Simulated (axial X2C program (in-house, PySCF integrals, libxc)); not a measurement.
**Potential curves of RbI, without spin–orbit coupling**

Calculated with an in-house relativistic program for diatomic molecules. Spin-free means the one-electron spin-free X2C Hamiltonian. Basis: I dyall-v2z [9s9p7d], Rb dyall-v2z [10s11p6d] (cores contracted in-house); Gaussian nuclei, density fitting, unrestricted open shells. Masses: I 126.904 u, Rb 84.912 u.

State: M_S = 0, Λ = 0 (closed shell). Energies in eV from the fragments at the same level (I + Rb). Fits are polynomials in 1 − R0/R over 0.85 to 1.23 times the lowest point R0.

```json
{"R (Å)": "2.7753", "PBE0": "-2.9491"}
{"R (Å)": "2.9029", "PBE0": "-3.2205"}
{"R (Å)": "2.9986", "PBE0": "-3.3328"}
{"R (Å)": "3.0943", "PBE0": "-3.3875"}
{"R (Å)": "3.1900", "PBE0": "-3.4000"}
{"R (Å)": "3.3016", "PBE0": "-3.3746"}
{"R (Å)": "3.4133", "PBE0": "-3.3196"}
{"R (Å)": "3.5568", "PBE0": "-3.2193"}
{"R (Å)": "3.7323", "PBE0": "-3.0714"}
{"R (Å)": "3.9875", "PBE0": "-2.8358"}
```

One determinant describes the state; a PBE0 search over occupations chose it and may have missed a lower one. The closed shell is kept restricted, so the energy runs too high when the bond is stretched far. Dissociation energies refer to the lowest single-determinant-based atoms at the same level and basis. The functionals have no current-density term, which raises determinants with orbital currents, atoms included. Spin–orbit coupling changes these values markedly for this molecule (Re by over 0.02 Å or De by over 0.25 eV), so the spin-free numbers are a model. Spin-free De lacks the spin–orbit lowering of the heavy p-block atom, a tenth of an eV or more for 4p and 5p, up to an eV for 6p and one to two eV for 7p atoms, less what an open-shell molecule gains itself.

Q: Fit the PBE0 curve near its minimum: give the equilibrium distance, the harmonic wavenumber and the well depth.

A: At PBE0, spin-free: Re = 3.174 Å, ωe ≈ 139 cm⁻¹, De = 3.40 eV to I + Rb; Be follows as 0.0329 cm⁻¹.
